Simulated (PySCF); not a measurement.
A structure optimised at r2SCAN-D4/def2-TZVP, used in a PySCF frequency run:

```xyz
3

In     0.0000     0.0000     0.0000
F      0.0000     0.0000    -1.8459
F      0.0000     0.0000     1.8459
```
Charge +1, spin multiplicity 1.

Problem. Write its SMILES, formula and point group.

Solution. [F][In+][F], F2In, D∞h

Problem. What are its rotational constants (standard atomic weights)?

Solution. 3.9036 GHz (linear rotor, B only)
